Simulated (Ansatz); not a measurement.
Computed with Ansatz (a first-principles code) with frozen-core CCSD(T)/def2-TZVPP // r2SCAN-D4/def2-TZVP.

Ansatz 0.2 input:
```yaml
crystal:
  periodic: [false, false, false]
  atoms:
    - { symbol: N, position_ang: [1.267246, -0.144544, -0.13521] }
    - { symbol: B, position_ang: [-0.042912, 0.335391, 0.012433] }
    - { symbol: N, position_ang: [-1.188875, -0.467979, 0.112505] }
    - { symbol: I, position_ang: [-0.31947, 2.496898, 0.092563] }
    - { symbol: H, position_ang: [1.491937, -1.124938, -0.181878] }
    - { symbol: H, position_ang: [2.062175, 0.464378, -0.203401] }
    - { symbol: H, position_ang: [-2.110697, -0.085126, 0.217458] }
    - { symbol: H, position_ang: [-1.159402, -1.474081, 0.085532] }
basis:
  gaussian: { orbitals: def2-TZVPP }
correlation:
  method: ccsd_t
```

Output:

```
Functional definition: HF
1362 factors; integrals over basis functions are off by at most 1.3e-3 eV
mean field evaluation 1: about -11772.0652 eV, gradient 4.3e1 eV
mean field evaluation 2: about -11772.1550 eV, gradient 4.3e1 eV
mean field evaluation 4: about -11775.9191 eV, gradient 3.1e0 eV
mean field evaluation 8: about -11775.9596 eV, gradient 2.8e-1 eV
mean field evaluation 16: about -11772.0658 eV, gradient 4.3e1 eV
mean field -11775.95988756 eV, -432.7585438355 hartree, gradient 1.7e-6 eV, S^2 0.000000; 0 other end points of the search recorded, 0 dependent functions left out
7 core orbitals not correlated
reference -11775.95988756 eV, -432.7585438355 hartree; 17, 17 occupied and 175, 175 virtual orbitals, 1362 factors
second order -27.83965610 eV of doubles, -0.00000000 eV of singles
cycle   1  -26.84616347 eV  change    9.9e-1 eV  update   9.6e-2
cycle   2  -27.44241319 eV  change   -6.0e-1 eV  update   2.5e-2
cycle   3  -27.52555664 eV  change   -8.3e-2 eV  update   1.2e-2
cycle   4  -27.50501726 eV  change    2.1e-2 eV  update   3.0e-3
cycle   5  -27.50670390 eV  change   -1.7e-3 eV  update   1.4e-3
cycle   6  -27.50712747 eV  change   -4.2e-4 eV  update   3.5e-4
cycle   7  -27.50671062 eV  change    4.2e-4 eV  update   1.0e-4
cycle   8  -27.50668773 eV  change    2.3e-5 eV  update   4.1e-5
perturbative correction -0.87158928 eV, -0.0320303154 hartree
Total energy: -11804.33816457 eV, -433.8014262801 hartree
```

Cost: roughly 90 core-seconds.
